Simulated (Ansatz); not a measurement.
```yaml
crystal:
  periodic: [true, true, true]
  atoms:
    - {symbol: F, position_ang: [-1.893111, -0.753797, 0.799723]}
    - {symbol: C, position_ang: [-0.567119, -0.430112, 0.631609]}
    - {symbol: Si, position_ang: [0.048256, 1.175732, -0.129892]}
    - {symbol: In, position_ang: [1.107318, -1.027067, -0.716440]}
    - {symbol: H, position_ang: [-0.033559, -0.611677, 1.580715]}
    - {symbol: H, position_ang: [-0.712308, 1.442161, -1.386455]}
    - {symbol: H, position_ang: [0.195476, 2.468370, 0.608107]}
    - {symbol: H, position_ang: [1.947249, -2.320810, -1.443270]}
basis:
  gaussian: {orbitals: ANO-RCC-VTZP}
hamiltonian: {xc: {name: SVWN5}}
output: {forces: true}
```

```sh
$ ansatz run in.yaml --threads 2 --pin off --events-out ev --progress --plain --max-ram 4352MiB
```

(1) How does Ansatz answer? (An estimate is asked.)

Answers

(1) The calculation gave: The program refused the input.
```
Error: YAML parse error: error: line 2 column 3: crystal: missing field `lattice` (a structure is typed as `lattice` and `atoms`, a molecule's as `atoms` in Å alone, or read from a run's directory, `checkpoint`)
 --> <input>:2:3
  |
1 | crystal:
2 |   periodic: [true, true, true]
  |   ^ crystal: missing field `lattice` (a structure is typed as `lattice` and `atoms`, a molecule's as `atoms` in Å alone, or read from a run's directory, `checkpoint`)
3 |   atoms:
4 |     - {symbol: F, position_ang: [-1.893111, -0.753797, 0.799723]}
  |
```
